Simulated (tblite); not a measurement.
C₇H₁₆N₂Si.
SMILES with atom numbers: `[CH3:1][CH:2]([CH3:3])[C:4]1=[N:5][N:6]([SiH3:7])[CH2:8][C@@H:9]1[CH3:10]` (hydrogens: H11, H12, H13 on C1; H14 on C2; H15, H16, H17 on C3; H18, H19, H20 on Si7; H21, H22 on C8; H23 on C9; H24, H25, H26 on C10)

Cartesian coordinates in Å at the GFN2-xTB level; atoms count from 1:
```
atom  x, y, z in Å
C1    -2.195   -1.727   -0.276
C2    -1.770   -0.258   -0.305
C3    -2.439    0.514    0.836
C4    -0.283   -0.153   -0.191
N5     0.375   -0.659    0.774
N6     1.700   -0.426    0.643
Si7    2.855   -1.034    1.768
C8     1.985    0.290   -0.601
C9     0.598    0.580   -1.193
C10    0.267    2.070   -1.255
H11   -3.278   -1.809   -0.350
H12   -1.748   -2.271   -1.106
H13   -1.865   -2.183    0.653
H14   -2.076    0.182   -1.261
H15   -2.164    1.565    0.803
H16   -3.522    0.436    0.762
H17   -2.119    0.102    1.789
H18    3.744    0.081    2.122
H19    3.669   -2.091    1.150
H20    2.064   -1.521    2.886
H21    2.598   -0.339   -1.254
H22    2.543    1.204   -0.379
H23    0.484    0.146   -2.192
H24   -0.752    2.221   -1.604
H25    0.365    2.519   -0.268
H26    0.943    2.580   -1.939
```

All values are computed: GFN2-xTB (tblite) harmonic vibrations without scaling, gas phase. This tight-binding method is rough: wavenumbers can miss measured ones by several per cent, in bad cases by 10 to 20. Modes of hydrogen on silicon can be 10 to 20 % off. One conformer, not necessarily the lowest.

Harmonic wavenumbers (cm⁻¹): 25.1, 26.4, 62.2, 102.0, 120.7, 160.7, 203.2, 204.1, 226.2, 238.5, 273.8, 331.5, 368.2, 385.3, 466.1, 487.0, 563.2, 582.0, 617.9, 658.8, 737.1, 774.7, 823.2, 829.0, 877.8, 919.6, 933.3, 945.3, 949.4, 984.1, 1039.9, 1088.1, 1103.5, 1117.9, 1123.1, 1135.6, 1148.1, 1182.5, 1187.0, 1205.1, 1264.0, 1298.9, 1307.9, 1328.6, 1360.7, 1395.5, 1407.6, 1409.7, 1483.9, 1487.2, 1494.0, 1496.0, 1500.7, 1503.7, 1507.3, 1678.9, 2183.1, 2214.8, 2350.2, 2912.1, 2924.7, 2927.9, 2951.0, 3021.6, 3024.1, 3029.0, 3030.0, 3032.7, 3033.9, 3034.1, 3050.7, 3056.6.

A = 1623, B = 756.4, C = 600.9 MHz; mass 156.108 u (most abundant isotopes); point group C1, symmetry number 1.

Problem. Zero-point energy?

Solution. Half the sum of the wavenumbers: 47454 cm⁻¹ = 135.68 kcal/mol.

Problem. Entropy at 350 K, 1 bar (ideal gas, RRHO, classical rotation)?

Solution. Translation 41.87, rotation 30.93, vibration 51.42: S = 124.2 cal/(mol K).

Problem. And Cp and H(350 K) − H(0)?

Solution. Cp = 56.60 cal/(mol K), of which vibrations give 48.65 (their classical limit is 72 R = 143.1); H(350 K) − H(0) = 11.61 kcal/mol without the zero-point energy, 8.83 from vibrations.

Problem. Which modes carry the vibrational entropy at 350 K?

Solution. 25.1 cm⁻¹: 6.50; 26.4 cm⁻¹: 6.40; 62.2 cm⁻¹: 4.70; 102.0 cm⁻¹: 3.73; 120.7 cm⁻¹: 3.40; 160.7 cm⁻¹: 2.85 cal/(mol K); the other 66 give 23.84 together.

Problem. How do the functions run with temperature in this model?

Solution. 
| T (K) | S (cal/(mol K)) | Cp (cal/(mol K)) | H − H(0) (kcal/mol) | G − H(0) (kcal/mol) | ln q(vib) |
| --- | --- | --- | --- | --- | --- |
| 50 | 64.6 | 16.2 | 0.60 | -2.63 | 1.58 |
| 100 | 78.3 | 23.8 | 1.61 | -6.22 | 3.65 |
| 298.15 | 115.7 | 49.5 | 8.86 | -25.65 | 11.30 |
| 373.15 | 127.9 | 59.7 | 12.95 | -34.79 | 14.03 |
| 500 | 147.6 | 75.1 | 21.53 | -52.28 | 18.56 |
| 750 | 182.6 | 97.3 | 43.28 | -93.67 | 27.16 |
| 1000 | 212.8 | 112.0 | 69.58 | -143.18 | 35.21 |

q(vib) and H(0) count from the zero-point level.

Problem. What must be added to the electronic energy to get the Gibbs energy at 350 K and 1 bar?

Solution. ZPE + [H(350 K) − H(0)] − T·S = 135.68 + 11.61 − 43.48 = 103.81 kcal/mol.

Hindered rotation and anharmonicity are outside this model. Other conformers, if any are populated, would add a mixing term that is left out. The structure is chiral; the term R ln 2 for an equal mix with its mirror image is left out.

On Arm Neoverse V1, one thread, shared host, this took 1.4 s of wall time. The figure is for the frequency step alone.
